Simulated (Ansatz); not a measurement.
Ansatz results at the PBE0-D4/def2-TZVP geometry: HOMO–LUMO gap (B3LYP/def2-TZVPP) 6.52 eV; HOMO–LUMO gap (PBE/def2-TZVPP) 4.80 eV; LUMO energy (PBE/def2-TZVPP) -1.84 eV.

Which molecule gave them?
A. `[SiH3]C1(Cl)C=C1`
B. `[SiH3]C1=C(Cl)C1`
C. `[SiH3]C1=CC1Cl`
D. `S=CCCS`

A. The others give `[SiH3]C1=CC1Cl`: 6.21, 4.36, -2.07; `S=CCCS`: 3.79, 2.04, -3.25; `[SiH3]C1=C(Cl)C1`: 6.10, 4.44, -1.68.

B3LYP here is the variant with VWN-RPA as its local correlation; programs differ in this.
